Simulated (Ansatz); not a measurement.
Reactions of `OB(O)[O][Zn][F]`.

Gas-phase electronic energies from Ansatz, PBE0-D4/def2-TZVP geometries. CCSD(T)/CBS adds triple-zeta CCSD(T) − MP2 to the extrapolated MP2 energy (def2 sets, frozen cores). This one scheme is used for every species, atoms too. DFT in def2-TZVPP. No spin–orbit coupling; open shells (•) take unrestricted orbitals. Spin–orbit coupling would lower the free atoms: a little for B, F, O. For Br, Se, Zn outer-core shells are correlated without core-valence functions, so the limit isn't a true one: a few kJ/mol of doubt a bond, and 10 to 20 or more in all where bonds break to atoms. Scalar relativity is left out up to krypton. Each species was taken in one conformer, which may not be the lowest.

| reaction | PBE-D4 (kcal/mol) | CCSD(T)/CBS(def2) (kcal/mol) |
| --- | --- | --- |
| `OB(O)[O][Zn][F]` + CH₃SH → `C[S][Zn][F]` + `OB(O)O` | -14.6 | -12.2 |
| `OB(O)[O][Zn][F]` + HBr → `[F][Zn][Br]` + `OB(O)O` | -26.1 | -27.0 |
| `OB(O)[O][Zn][F]` + CH₃OH → `C[O][Zn][F]` + `OB(O)O` | 0.5 | 2.3 |
| `OB(O)[O][Zn][F]` + `O[SiH3]` → `[F][Zn][O][SiH3]` + `OB(O)O` | -4.7 | -5.3 |
| `OB(O)[O][Zn][F]` + HCl → `[F][Zn][Cl]` + `OB(O)O` | -22.2 | -22.7 |
| `OB(O)[O][Zn][F]` + `C[Se]C` → `C[Se]B(O)O` + `C[O][Zn][F]` | 28.7 | 32.5 |
| `OB(O)[O][Zn][F]` → B• + F• + 2 H• + 3 O• + Zn (atom) | 796.1 | 780.3 |

Largest T1 diagnostic: 0.017, for `C[O][Zn][F]`.
